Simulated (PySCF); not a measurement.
**SMILES F/C=C(/C=C/F)CF, C$_{5}$H$_{5}$F$_{3}$**

Geometry (Å), atoms numbered from 1 in this order:
```xyz
13

F    -2.067    1.907    0.906
C    -1.025    1.127    1.174
C    -0.506    0.281    0.271
C     0.651   -0.528    0.634
C     1.171   -1.494   -0.128
F     2.240   -2.179    0.263
C    -1.071    0.221   -1.116
F    -1.414   -1.067   -1.466
H    -0.641    1.263    2.189
H     1.127   -0.342    1.602
H     0.779   -1.820   -1.094
H    -1.964    0.857   -1.194
H    -0.316    0.575   -1.841
```

Computed, not measured: PySCF, quadratic response B3LYP/def2-SVPD first hyperpolarisability, Taylor convention, gas phase. Geometry: PBE0-D3(BJ)/def2-SVP.

Question: Give the tensor of the second harmonic β(−2ω;ω,ω) at 800 nm in the axes of these coordinates.

Answer: In au, Taylor convention; rows are the first index (the induced dipole):
```csv
,xx,yy,zz,xy,xz,yz
x,+13.6,+16.2,-25.9,-37.5,-3.2,+2.8
y,-41.0,-48.2,-10.4,+19.8,+4.8,-9.5
z,-8.1,-14.3,+24.7,+9.8,-17.5,-19.7
```
Norm of βᵢ = ⅓ Σⱼ (βᵢⱼⱼ + βⱼᵢⱼ + βⱼⱼᵢ): 104.5 au, hyper-Rayleigh value 43.5 au.
